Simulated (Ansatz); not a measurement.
Cl$_{2}$H$_{4}$OSi$_{2}$ (`O[SiH](Cl)[SiH2]Cl`), relaxed with RKS PBE-D4/def2-SVP in the Gaussian-basis code of Ansatz from a rough embedded geometry. The force threshold is 0.03 eV/Å; the program also tests the step.

Total charge 0; spin multiplicity 1.

Start:

```xyz
9

O    -1.805    0.714   -0.472
Si   -0.509   -0.146   -0.829
Cl    0.407    1.006   -2.263
Si    0.916   -0.526    1.044
Cl    1.364    1.255    1.914
H    -1.804    1.698   -0.625
H    -0.899   -1.420   -1.464
H     2.160   -1.178    0.643
H     0.170   -1.403    2.051
```

Task: By how much does the energy fall, and how many steps does the optimiser take? (An estimate is asked.)

Result: Computed: 35.05 kJ/mol, in 14 steps, 1 of them rejected.

Task: Which bonds change most? (Estimate.)

Result: Ansatz gave: Si4–Cl5 from 2.032 to 2.112 Å; O1–Si2 from 1.595 to 1.672 Å; Si4–H8 from 1.461 to 1.501 Å; Si2–Cl3 from 2.055 to 2.091 Å.

Task: Give the relaxed structure. (Best estimate.)

Result: Computed: 
```xyz
9

O    -1.706    0.881   -0.506
Si   -0.515   -0.192   -0.978
Cl    0.762    0.616   -2.423
Si    0.817   -0.526    0.939
Cl    0.747    1.414    1.770
H    -1.376    1.543    0.135
H    -1.208   -1.373   -1.579
H     2.252   -0.890    0.692
H     0.228   -1.473    1.949
```
